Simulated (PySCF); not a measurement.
## Multinuclear NMR of C$_{5}$H$_{10}$ClN$_{3}$Si

Molfile (atoms numbered from 1):
```
C5H10ClN3Si
     RDKit          3D

 20 20  0  0  0  0  0  0  0  0999 V2000
    3.5518    0.6663   -0.3515 C   0  0  0  0  0  0  0  0  0  0  0  0
    2.1558    0.3113   -0.0077 C   0  0  0  0  0  0  0  0  0  0  0  0
    1.1195    0.4659   -0.8108 N   0  0  0  0  0  0  0  0  0  0  0  0
    0.0624    0.0365   -0.1438 N   0  0  0  0  0  0  0  0  0  0  0  0
   -1.5936    0.0327   -0.7914 Si  0  0  0  0  0  4  0  0  0  0  0  0
   -2.1659   -1.7758   -0.7717 C   0  0  0  0  0  0  0  0  0  0  0  0
   -2.6198    1.1243    0.3720 C   0  0  0  0  0  0  0  0  0  0  0  0
    0.3453   -0.3986    1.0712 N   0  0  0  0  0  0  0  0  0  0  0  0
    1.6507   -0.2407    1.1922 C   0  0  0  0  0  0  0  0  0  0  0  0
    2.5148   -0.6572    2.5921 Cl  0  0  0  0  0  0  0  0  0  0  0  0
    4.1868   -0.2163   -0.2909 H   0  0  0  0  0  0  0  0  0  0  0  0
    3.5849    1.0703   -1.3588 H   0  0  0  0  0  0  0  0  0  0  0  0
    3.9329    1.4061    0.3509 H   0  0  0  0  0  0  0  0  0  0  0  0
   -1.3985    0.5908   -2.1289 H   0  0  0  0  0  0  0  0  0  0  0  0
   -3.1867   -1.8742   -1.1277 H   0  0  0  0  0  0  0  0  0  0  0  0
   -1.5347   -2.3970   -1.4014 H   0  0  0  0  0  0  0  0  0  0  0  0
   -2.1232   -2.1815    0.2362 H   0  0  0  0  0  0  0  0  0  0  0  0
   -2.5818    0.7433    1.3897 H   0  0  0  0  0  0  0  0  0  0  0  0
   -3.6613    1.1607    0.0684 H   0  0  0  0  0  0  0  0  0  0  0  0
   -2.2446    2.1439    0.3901 H   0  0  0  0  0  0  0  0  0  0  0  0
  1  2  1  0
  2  3  2  0
  3  4  1  0
  4  5  1  0
  5  6  1  0
  5  7  1  0
  4  8  1  0
  8  9  2  0
  9 10  1  0
  9  2  1  0
  1 11  1  0
  1 12  1  0
  1 13  1  0
  5 14  1  0
  6 15  1  0
  6 16  1  0
  6 17  1  0
  7 18  1  0
  7 19  1  0
  7 20  1  0
M  END
```

[PySCF: shielding tensors at PBE0/pcSseg-1 (GIAO); geometry: GFN2-xTB; no solvent model; one conformer; no relativistic terms; equivalent nuclei averaged]

**Question.** Where does 29Si resonate?

**Answer.** 
| atoms | environment | σ (ppm) | δ (ppm) |
| --- | --- | --- | --- |
| Si5 | silicon bonded to 2 C, N, H | 345.7 | -4.2 |

Shieldings were converted by a linear fit to measured shifts: 29Si (scatter 8.9 ppm rms, 25.8 ppm with the 6 outliers that the fit left out vs TMS, solution or neat liquid). A few per cent of atoms miss by over 2 rms, more outside the fitted compound classes.

On a 300 MHz spectrometer 29Si resonates near 59.6 MHz, so 1 ppm is 59.6 Hz.

**Question.** Predict the 15N NMR data.

**Answer.** 
```csv
atoms,environment,σ (ppm),δ (ppm)
N3,pyridine-type nitrogen of an azole,-110.6,-46.2
N8,pyridine-type nitrogen of an azole,-101.7,-54.4
N4,pyrrole-type ring nitrogen,-7.7,-141.0
```

Shieldings were converted by a linear fit to measured shifts: 15N: δ = -148.07 − 0.921σ (rms 6.3 ppm, 71 shifts vs CH3NO2, solution or neat liquid). Occasional misses reach two or three times the rms, and more in compound classes unlike the fitted ones.

On a 500 MHz spectrometer 15N resonates near 50.7 MHz, so 1 ppm is 50.7 Hz.
